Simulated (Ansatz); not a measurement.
Gas-phase electronic energies from Ansatz, PBE0-D4/def2-TZVP geometries. CCSD(T)/CBS is the MP2 limit (def2-TZVPP, def2-QZVPP) plus CCSD(T) − MP2 in def2-TZVPP, frozen cores. This one scheme is used for every species, atoms too. For atomizations the MP2-based limit and the directly extrapolated one differ by several kJ/mol either way, and by 10 to 25 for some Ge, Se and Sn compounds, so smaller differences from it don't rank the levels. DFT in def2-TZVPP. HSE06 is defined as in plane-wave codes. No spin–orbit coupling; open shells (•) take unrestricted orbitals. Spin–orbit coupling would lower the free atoms: a little for Si; strongly for Sn. def2 core potentials past Kr. For Sn outer-core shells are correlated without core-valence functions, so the limit isn't a true one: a few kJ/mol of doubt a bond, and 10 to 20 or more in all where bonds break to atoms. Each species was taken in one conformer, which may not be the lowest.

`[NH2][Sn][N]([SiH3])[SiH3]` → 8 H• + 2 N• + 2 Si• + Sn•  (atomization)

`[NH2][Sn][N]([SiH3])[SiH3]`:

Z-matrix (Å, degrees):
```
Si
N 1 1.726
H 1 1.492 2 107.9
H 1 1.490 2 112.4 3 -119.4
H 1 1.490 2 112.4 3 119.3
Sn 2 2.082 1 117.4 3 -0.7
Si 2 1.726 1 118.9 3 177.4
N 6 2.015 2 95.6 1 -175.8
H 7 1.490 2 109.5 1 7.3
H 7 1.489 2 112.2 1 -113.0
H 7 1.491 2 111.7 1 126.9
H 8 1.009 6 128.0 2 6.7
H 8 1.008 6 121.0 2 -178.4
```

CCSD(T)/CBS gives +42.40 eV.

Q: Another level gave +42.42 eV. Which?
A. CAM-B3LYP-D4/def2-TZVPP
B. CCSD/def2-TZVPP
C. LDA (SPW92)/def2-TZVPP
D. HSE06-D4/def2-TZVPP

A: A. CAM-B3LYP-D4 42.42, HSE06-D4 41.57, LDA (SPW92) 47.43, CCSD/def2-TZVPP 40.26 eV.

Largest T1 diagnostic among the species: 0.016.

Leaving LDA and LC-ωPBE aside and taking each functional with its dispersion term where it has one, the values, not all of them listed here, spread over 1.33 eV, from r2SCAN0-D4 to ωB97X-V. LDA lies +5.61 eV from PBE without D4, its usual overbinding. From PBE to PBE0 (25 % exact exchange), in def2-TZVPP and without D4, ΔE moves by −0.62 eV: exact exchange takes away binding that semilocal exchange gives to molecules. At CCSD(T), def2-SVP lies −3.94 eV from the extrapolated value and def2-TZVPP −1.50 eV: correlation converges slowly with the basis, and small sets miss more of it in the bonded molecule than in its fragments.
